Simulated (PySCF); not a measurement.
Compound: C₃H₇FO₂Si.
Numbering: `[O:1]=[C:2]([CH2:3][CH2:4][F:5])[O:6][SiH3:7]` (hydrogens: H8, H9 on C3; H10, H11 on C4; H12, H13, H14 on Si7)

The same species was optimised twice, with GFN2-xTB and with PBE0-D3(BJ)/def2-SVP (PySCF), and the same property calculations (PySCF, gas phase) were run on both structures.

| coordinate | GFN2-xTB | PBE0-D3(BJ)/def2-SVP | change |
| --- | --- | --- | --- |
| O6–Si7 (Å) | 1.669 | 1.722 | +0.053 |
| C2–O6 (Å) | 1.321 | 1.334 | +0.013 |
| C2–C3 (Å) | 1.510 | 1.499 | -0.011 |
| C3–C4 (Å) | 1.522 | 1.511 | -0.011 |
| O1=C2 (Å) | 1.202 | 1.208 | +0.006 |
| C4–F5 (Å) | 1.373 | 1.371 | -0.002 |
| C2–O6–Si7 (°) | 123.2 | 116.7 | -6.5 |
| C3–C2–O6 (°) | 112.3 | 113.4 | +1.1 |
| O1–C2–O6 (°) | 123.0 | 121.9 | -1.1 |
| C2–C3–C4 (°) | 111.5 | 112.4 | +0.9 |
| C3–C4–F5 (°) | 109.8 | 109.2 | -0.6 |
| O1–C2–C3 (°) | 124.7 | 124.7 | 0.0 |
| O1–C2–C3–C4 (°) | 0 | 0 | 0 |
| C2–C3–C4–F5 (°) | 180 | 180 | 0 |
| O1–C2–O6–Si7 (°) | 0 | 0 | 0 |

Rotational constants: A = 8546, B = 833.4, C = 773.6 MHz (GFN2-xTB) against A = 8723, B = 835.9, C = 777.4 MHz (PBE0-D3(BJ)/def2-SVP). Point groups within 0.08 Å: Cs and Cs. Atoms that the bonding makes alike are paired by their places after alignment.

On the GFN2-xTB structure: lowest singlet, TDDFT (eV) 5.95 [CAM-B3LYP/def2-SVPD]; lowest triplet, Tamm–Dancoff (eV) 5.44 [CAM-B3LYP/def2-SVPD]; isotropic polarisability (au) 68.3 [CAM-B3LYP/def2-SVPD]; HOMO (eV) -10.05 [CAM-B3LYP/def2-SVPD]; LUMO (eV) 0.70 [CAM-B3LYP/def2-SVPD]; dipole (D) 2.33 [CAM-B3LYP/def2-SVPD]; HOMO (eV) -8.48 [PBE0/pcSseg-1]; LUMO (eV) -0.16 [PBE0/pcSseg-1]; dipole (D) 2.29 [PBE0/pcSseg-1]; GIAO shielding of O1 (ppm) -116.3 [PBE0/pcSseg-1]; GIAO shielding of C2 (ppm) 10.0 [PBE0/pcSseg-1]; GIAO shielding of C3 (ppm) 147.8 [PBE0/pcSseg-1]; GIAO shielding of C4 (ppm) 104.5 [PBE0/pcSseg-1]; GIAO shielding of F5 (ppm) 432.0 [PBE0/pcSseg-1]; GIAO shielding of O6 (ppm) 149.1 [PBE0/pcSseg-1]; GIAO shielding of Si7 (ppm) 388.5 [PBE0/pcSseg-1].

Q: What do these properties become on the PBE0-D3(BJ)/def2-SVP structure?

A: 
```json
{"property": "lowest singlet, TDDFT (eV)", "level": "CAM-B3LYP/def2-SVPD", "on GFN2-xTB": "5.95", "on PBE0-D3(BJ)/def2-SVP": "5.93", "change": "-0.02"}
{"property": "lowest triplet, Tamm–Dancoff (eV)", "level": "CAM-B3LYP/def2-SVPD", "on GFN2-xTB": "5.44", "on PBE0-D3(BJ)/def2-SVP": "5.42", "change": "-0.02"}
{"property": "isotropic polarisability (au)", "level": "CAM-B3LYP/def2-SVPD", "on GFN2-xTB": "68.3", "on PBE0-D3(BJ)/def2-SVP": "69.7", "change": "+1.4"}
{"property": "HOMO (eV)", "level": "CAM-B3LYP/def2-SVPD", "on GFN2-xTB": "-10.05", "on PBE0-D3(BJ)/def2-SVP": "-10.13", "change": "-0.08"}
{"property": "LUMO (eV)", "level": "CAM-B3LYP/def2-SVPD", "on GFN2-xTB": "0.70", "on PBE0-D3(BJ)/def2-SVP": "0.75", "change": "+0.05"}
{"property": "dipole (D)", "level": "CAM-B3LYP/def2-SVPD", "on GFN2-xTB": "2.33", "on PBE0-D3(BJ)/def2-SVP": "1.92", "change": "-0.41"}
{"property": "energy, GFN2-xTB geometry as zero (kcal/mol)", "level": "CAM-B3LYP/def2-SVPD", "on GFN2-xTB": "0.0", "on PBE0-D3(BJ)/def2-SVP": "-2.3", "change": "-2.3"}
{"property": "HOMO (eV)", "level": "PBE0/pcSseg-1", "on GFN2-xTB": "-8.48", "on PBE0-D3(BJ)/def2-SVP": "-8.57", "change": "-0.09"}
{"property": "LUMO (eV)", "level": "PBE0/pcSseg-1", "on GFN2-xTB": "-0.16", "on PBE0-D3(BJ)/def2-SVP": "-0.27", "change": "-0.11"}
{"property": "dipole (D)", "level": "PBE0/pcSseg-1", "on GFN2-xTB": "2.29", "on PBE0-D3(BJ)/def2-SVP": "1.85", "change": "-0.44"}
{"property": "energy, GFN2-xTB geometry as zero (kcal/mol)", "level": "PBE0/pcSseg-1", "on GFN2-xTB": "0.0", "on PBE0-D3(BJ)/def2-SVP": "-2.5", "change": "-2.5"}
{"property": "GIAO shielding of O1 (ppm)", "level": "PBE0/pcSseg-1", "on GFN2-xTB": "-116.3", "on PBE0-D3(BJ)/def2-SVP": "-122.9", "change": "-6.6"}
{"property": "GIAO shielding of C2 (ppm)", "level": "PBE0/pcSseg-1", "on GFN2-xTB": "10.0", "on PBE0-D3(BJ)/def2-SVP": "6.2", "change": "-3.8"}
{"property": "GIAO shielding of C3 (ppm)", "level": "PBE0/pcSseg-1", "on GFN2-xTB": "147.8", "on PBE0-D3(BJ)/def2-SVP": "148.2", "change": "+0.4"}
{"property": "GIAO shielding of C4 (ppm)", "level": "PBE0/pcSseg-1", "on GFN2-xTB": "104.5", "on PBE0-D3(BJ)/def2-SVP": "105.0", "change": "+0.5"}
{"property": "GIAO shielding of F5 (ppm)", "level": "PBE0/pcSseg-1", "on GFN2-xTB": "432.0", "on PBE0-D3(BJ)/def2-SVP": "430.1", "change": "-1.9"}
{"property": "GIAO shielding of O6 (ppm)", "level": "PBE0/pcSseg-1", "on GFN2-xTB": "149.1", "on PBE0-D3(BJ)/def2-SVP": "133.6", "change": "-15.5"}
{"property": "GIAO shielding of Si7 (ppm)", "level": "PBE0/pcSseg-1", "on GFN2-xTB": "388.5", "on PBE0-D3(BJ)/def2-SVP": "384.6", "change": "-3.9"}
```

The heavy atoms differ by 0.058 Å rms after alignment. Among bonds between heavy atoms O6–Si7 changes most (+0.053 Å). Changes are differences of the printed values. Neither structure is proved a minimum here.

Conformer computed: `[O:1]=[C:2]([CH2:3][CH2:4][F:5])[O:6][SiH3:7]`: O1–C2–C3–C4 0°, C2–C3–C4–F5 180°, O1–C2–O6–Si7 0°.
